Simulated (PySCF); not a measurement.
Ligand exchange on a metal centre used in film growth or etching (Hf Cl-F). All species are isolated molecules in the gas phase.

The numbers are results of B3LYP-D3(BJ)/def2-TZVP // r2SCAN-D4/def2-SVP (PySCF 2.14.0), not measurements. All candidates: neutral, multiplicity 1. B3LYP has the VWN-RPA correlation part, as in Gaussian. 

```json
{
 "LUMO": "-1.32 eV",
 "HOMO–LUMO gap": "10.54 eV",
 "dipole_moment": "0.00 D"
}
```

**Question.** Which member has these values?
A. [Hf(F)4]
B. [Hf(Cl)(F)3]
C. [Hf(Cl)2(F)2]
D. [Hf(Cl)3(F)]

**Answer.** A, [Hf(F)4]. The others give [Hf(Cl)3(F)]: -2.21 eV, 7.21 eV, 0.17 D; [Hf(Cl)(F)3]: -1.49 eV, 8.25 eV, 0.07 D; [Hf(Cl)2(F)2]: -1.96 eV, 7.58 eV, 0.14 D
